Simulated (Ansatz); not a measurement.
`[CH3][Sn][Br]` + H₂S → `[CH3][Sn][SH]` + HBr at 700 K and 1 bar (ligand exchange at the Sn–Br bond).

Program: Ansatz. Geometries: PBE0-D4/def2-TZVP. ΔE: electronic, gas phase. CBS: MP2 limit from def2 TZ/QZ plus the TZ coupled-cluster correction, frozen cores. This one scheme is used for every species. Elements past krypton have def2 core potentials. For Br, Sn outer-core shells are correlated without core-valence functions, which leaves a few kJ/mol of doubt a bond. Scalar relativity is left out up to krypton. Each species was taken in one conformer, which may not be the lowest.

| species | CCSD(T)/CBS energy (Eh) | H − E (kJ/mol) | S (J/(mol·K)) |
| --- | --- | --- | --- |
| `[CH3][Sn][Br]` | -2827.25518 | 143.8 | 404.8 |
| H₂S | -398.97279 | 64.8 | 236.9 |
| `[CH3][Sn][SH]` | -652.29098 | 173.0 | 409.4 |
| HBr | -2573.91920 | 36.5 | 223.7 |

H − E and S are ideal-gas, rigid-rotor, harmonic terms from PBE0-D4/def2-TZVP, for one conformer and one mirror image of each species. 1 Eh = 2625.50 kJ/mol, R = 8.31446 J/(mol·K).

Task: By hand: ΔE, ΔH, ΔS and ΔG.

Result: ΔE = (-652.29098) + (-2573.91920) − (-2827.25518) − (-398.97279) = 0.01779 Eh = 46.7 kJ/mol. Δ(H − E) = 173.0 + 36.5 − 143.8 − 64.8 = 0.9, so ΔH = 47.6 kJ/mol. ΔS = 409.4 + 223.7 − 404.8 − 236.9 = -8.6 J/(mol·K). ΔG = 47.6 − 700 × (-8.6)/1000 = 53.6 kJ/mol.

Task: By hand: the equilibrium constant, and the temperature at which ΔG would vanish if ΔH and ΔS stayed fixed.

Result: log₁₀ K = −ΔG/(RT ln 10) = -4.0. ΔH and −TΔS have one sign here, so there is no such temperature.

The number of gas molecules stays the same, so ΔS is small and ΔH decides. A doubt of 5 kJ/mol in ΔE shifts log₁₀ K by 0.4 here. Other conformers and mirror images would add mixing entropy, several J/(mol·K) or more a flexible species. These are equilibria of isolated gas molecules and say nothing of rates. Largest T1 diagnostic: 0.015 (customary marks: 0.02 for closed shells, 0.045 for open ones).

ΔS is within the doubt of such terms, so its sign, and with it that verdict, could turn.
